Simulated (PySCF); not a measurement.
Magnetic susceptibility: `InChI=1S/C4H2BrFO/c5-3-1-7-2-4(3)6/h1-2H`

Molfile (atoms numbered from 1):
```
C4H2BrFO
     RDKit          3D

  9  9  0  0  0  0  0  0  0  0999 V2000
   -0.1867    2.2617    0.3169 F   0  0  0  0  0  0  0  0  0  0  0  0
   -0.2040    0.9455    0.1327 C   0  0  0  0  0  0  0  0  0  0  0  0
   -1.3041    0.1468    0.0377 C   0  0  0  0  0  0  0  0  0  0  0  0
   -0.9211   -1.1266   -0.1463 O   0  0  0  0  0  0  0  0  0  0  0  0
    0.4163   -1.1597   -0.1715 C   0  0  0  0  0  0  0  0  0  0  0  0
    0.9272    0.0958   -0.0036 C   0  0  0  0  0  0  0  0  0  0  0  0
    2.7359    0.5815    0.0364 Br  0  0  0  0  0  0  0  0  0  0  0  0
   -2.3512    0.3655    0.0845 H   0  0  0  0  0  0  0  0  0  0  0  0
    0.9013   -2.1045   -0.3119 H   0  0  0  0  0  0  0  0  0  0  0  0
  1  2  1  0
  2  3  2  0
  3  4  1  0
  4  5  1  0
  5  6  2  0
  6  7  1  0
  6  2  1  0
  3  8  1  0
  5  9  1  0
M  END
```

Computed with GIAO KT3/pcSseg-1 magnetisability, rotational g tensor and spin-rotation constants, non-relativistic, gas phase (PySCF 2.14.0). Geometry: GFN2-xTB.

The calculation is non-relativistic, which matters for the atoms heavier than Zn.

(1) How diamagnetic is it, and how anisotropic?

(2) Split it along the inertial axes a, b, c into diamagnetic and paramagnetic parts about the centre of mass, with the quadrupole moment.

(3) And the rotational g tensor?

## Answers

(1) Isotropic -1187 × 10⁻³⁰ J/T², or -71.5 × 10⁻⁶ cm³/mol; principal values -1490, -1060, -1012 × 10⁻³⁰ J/T², anisotropy 456 × 10⁻³⁰ J/T² (root of half the summed squared differences of the principal values). The susceptibility is in cgs units.

(2) 
```tsv
axis	χ (10⁻⁶ cm³/mol)	diamagnetic (10⁻⁶ cm³/mol)	paramagnetic (10⁻⁶ cm³/mol)	summed x² of all electrons (Å²)	quadrupole Θ (D Å)
a	-63.8	-399.7	335.9	214.6	+5.39
b	-61.0	-956.9	896.0	83.3	-0.87
c	-89.7	-1264.0	1174.3	10.9	-4.51
```
Anisotropies 2χaa − χbb − χcc = +23.1 and 2χbb − χaa − χcc = +31.6 × 10⁻⁶ cm³/mol. Θ is traceless in Buckingham's convention.

(3) 
| axis | rotational constant (GHz) | g | nuclear part | electronic part |
| --- | --- | --- | --- | --- |
| a | 3.5189 | -0.0441 | 0.5112 | -0.5553 |
| b | 1.2022 | -0.0146 | 0.4914 | -0.5060 |
| c | 0.8961 | +0.0021 | 0.4965 | -0.4943 |

Asymmetric top; isotopes 79Br, 12C, 19F, 1H, 16O; no vibrational averaging.
